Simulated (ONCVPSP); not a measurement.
## Au (Z = 79): one change to an ONCV potential, before and after

```
Element                 : Au
Generator               : ONCVPSP 4.0.1
Type                    : optimised norm-conserving Vanderbilt (ONCV)
Functional              : PBE
Relativity              : fully relativistic
Frozen core             : [Kr] 4d10 4f14
Valence charge          : 19
Reference configuration : 5s2 5p6 5d10 (charge +1)
Partial waves           : 5s: rc 1.05 bohr, ncon 4, nbas 8, qcut 6.4 1/bohr, 2 projectors, debl 1.5 Ha; 5p: rc 1.65 bohr, ncon 4, nbas 8, qcut 8.1 1/bohr, 2 projectors, debl 4 Ha; 5d: rc 2.10 bohr, ncon 5, nbas 9, qcut 6.1 1/bohr, 2 projectors, debl 3.8 Ha
Local potential         : polynomial inside 0.85 bohr (lpopt 5, dvloc0 -1 Ha)
Core correction         : Teter function fitted to the true core (icmod 2), fcfact 0.6
```

Open shells are filled in proportion to 2j + 1.

In the s channel the program set the typed energies aside and used -4.285, 0.250 Ha.

All-electron outer shells of the reference configuration (PBE, scalar-relativistic, ld1.x):

```
shell  level (eV)  outermost node (bohr)  outermost maximum (bohr)
   4f      -89.58                      –                      0.37
   5p      -68.34                   0.52                      0.96
   5d      -15.33                   0.56                      1.21
```

Change: p: nproj 1.

Cutoffs: the cutoffs (Ha) at which the residual kinetic energy of the hardest occupied pseudo-wave falls to 1 and 0.1 mHa per electron; they do not see the model core or the augmentation charge, which bear on the density cutoff. Errors are all-electron minus pseudo energies relative to the spin-unpolarised reference configuration.

Q: What does the change do?

A: The potential gets neither clearly harder nor softer (151 Ha and 176 Ha → 151 Ha and 176 Ha); the bound ghosts move from d, s to d, p, s; the number of tests with a reliable result goes from 4 to 3; of the 3 tests that both files solve, the error grows in 2 and shrinks in 0 by more than 15 % and 0.3 meV (median size 2.6 → 3.1 meV); the range in which the p3/2 phases agree narrows (upper end at the end of the scan → -1.2); the range in which the p1/2 phases agree narrows (upper end at the end of the scan → -1.2).

| quantity | base | changed |
| --- | --- | --- |
| cutoff, loose | 151 Ha | 151 Ha |
| cutoff, tight | 176 Ha | 176 Ha |
| bound ghosts | d5/2, s | d5/2, s, p3/2 |
| GHOST(+) flags under 300 eV | d3/2 at 132.4 eV, p3/2 at 161.3 eV, p1/2 at 214.2 eV | d3/2 at 132.4 eV |
| tests with a reliable result | 4 of 4 | 3 of 4 |
| error for 5s2 5p6 5d10 6s1, meV [ΔE -9.43 eV] | +0.3 | +0.3 |
| error for 5s2 5p6 5d9, meV [ΔE 21.23 eV] | +2.6 | +3.1 |
| error for 5s2 5p6 5d8, meV [ΔE 55.11 eV] | +18 | +22 |
| s: phases at 1.07 bohr within 0.05 rad from the reference energy up to (Ha; the scan ends near 5) | -2.3 | -2.3 |
| p3/2: phases at 1.67 bohr within 0.05 rad from the reference energy up to (Ha; the scan ends near 5) | to the end of the scan | -1.2 |
| p1/2: phases at 1.67 bohr within 0.05 rad from the reference energy up to (Ha; the scan ends near 5) | to the end of the scan | -1.2 |
| d5/2: phases at 2.14 bohr within 0.05 rad from the reference energy up to (Ha; the scan ends near 5) | to the end of the scan | to the end of the scan |
| d3/2: phases at 2.14 bohr within 0.05 rad from the reference energy up to (Ha; the scan ends near 5) | 4.8 | 4.8 |
| rms error of d²Exc/dni dnj with the model core, mHa | 4.34 | 4.35 |

 A true bound ghost makes a file unfit for plane-wave use even where its test errors are small: the radial tests pick states by their node count and pass the ghost by.
